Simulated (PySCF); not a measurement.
Ligand exchange on a metal centre used in film growth or etching (Zn Cl-F). All species are isolated molecules in the gas phase.

The HOMO–LUMO gap from two functionals at the same geometries (TPSS-D3(BJ)/def2-SVP), both in PySCF: PBE-D3(BJ)/def2-TZVP and B3LYP-D3(BJ)/def2-TZVP. B3LYP has the VWN-RPA correlation part, as in Gaussian. 

| species | B3LYP-D3(BJ)/def2-TZVP (eV) |
|---|---|
| 0 of 2 Cl replaced by F ([Zn(Cl)2]) | 6.74 |
| 1 of 2 Cl replaced by F ([Zn(Cl)(F)]) | 6.86 |
| 2 of 2 Cl replaced by F ([Zn(F)2]) | 7.88 |

Question: What does PBE-D3(BJ)/def2-TZVP give for each?

Answer: 
- 0 of 2 Cl replaced by F ([Zn(Cl)2]): 5.04
- 1 of 2 Cl replaced by F ([Zn(Cl)(F)]): 5.12
- 2 of 2 Cl replaced by F ([Zn(F)2]): 5.60
Over these rows, drawn at random from the members with no instability flagged (it was tested for open shells, ions and some series alone), PBE minus B3LYP-D3(BJ): mean -1.91 eV, from -2.29 eV to -1.70 eV.
